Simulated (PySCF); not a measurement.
## Correlation energy of Au⁺ (gold, charge +1)

[Xe] 4f14 5d9 6p1, one real determinant (an excited configuration). Calculation: PySCF 2.14, in def2-QZVPPD with the def2 core potential (60 electrons) (7s5p4d4f2g, 88 functions); a scalar-relativistic core potential. Frozen: 5s2 5p6; 10 electrons correlated.

MP2 pair energies summed by pair of shells (mhartree):

```
 pair   energy  share (%)
5d-5d  -267.55       90.3
5d-6p   -28.76        9.7
```

Total MP2 correlation energy: -296.31 mhartree.

Same-spin part -106.15 and opposite-spin part -190.16 mhartree; SCS-MP2 scales them by 1/3 and 6/5 to -263.57 mhartree.

The reference is one real determinant that mixes LS terms of this configuration.
